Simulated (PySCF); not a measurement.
Gas-phase reaction: GeCl2 + 2 ClO → GeO2 + 4 Cl, at 1800 K and a standard pressure of 1 bar. Level: LDA/def2-TZVP†.

Energies from PySCF, thermal terms from the rigid-rotor harmonic-oscillator model, ideal gas at 1 bar. † marks an energy on the PBE0/def2-TZVP geometry and frequencies. Open shells (unrestricted): ClO (multiplicity 2, electronic degeneracy 4), Cl (multiplicity 2, electronic degeneracy 6); the rest are closed-shell singlets. Spin-orbit splitting is ignored; it lowers the true energy and changes the entropy of ClO, Cl. Ge: all electrons, no relativistic terms. GeO2: computed as isolated molecules; such fragments, hydroxides, amides, oligomers or adducts are transient or little studied in the gas. The harmonic model lacks anharmonicity and excited electronic states, which grow with temperature; levels with a mode under 35 cm⁻¹ are left out.

| species | E (Ha) | H(1800 K) − E (kJ/mol) | S°(1800 K) (J/mol/K) |
|---|---|---|---|
| GeCl2 | -2991.42191 | 105.0 | 397.6 |
| ClO | -533.34078 | 68.0 | 289.6 |
| GeO2 | -2223.29008 | 113.9 | 345.8 |
| Cl | -458.64991 | 37.4 | 205.6 |
E: electronic energy; H − E holds the zero-point and thermal terms. 1 Ha = 2625.5 kJ/mol.

Task: Work out ΔH°, ΔS°, ΔG° and log10 K from these numbers.

Result: 1. ΔE = 1×(-2223.29008) + 4×(-458.64991) − 1×(-2991.42191) − 2×(-533.34078) = 0.21375 Ha = 561.2 kJ.
2. Δ(H − E) = 1×(113.9) + 4×(37.4) − 1×(105.0) − 2×(68.0) = 22.5 kJ, so ΔH° = 583.7 kJ.
3. ΔS° = 1×(345.8) + 4×(205.6) − 1×(397.6) − 2×(289.6) = 191.4 J/K; the number of gas molecules changes by +2.
4. ΔG° = ΔH° − TΔS° = 583.7 − 1800×(191.4)/1000 = 239.2 kJ.
5. log10 K = −ΔG°/(RT ln 10) = -6.94, with RT ln 10 = 34.46 kJ/mol; at standard pressures the reactants are favoured.
6. A shift of 10 kJ in ΔE would move log10 K by 0.29 here.
For scale, ΔH°(298 K) is 565 kJ at this level, 423 kJ at ωB97M-V/def2-TZVP†, and runs from 335 to 565 kJ over the 14 levels computed.
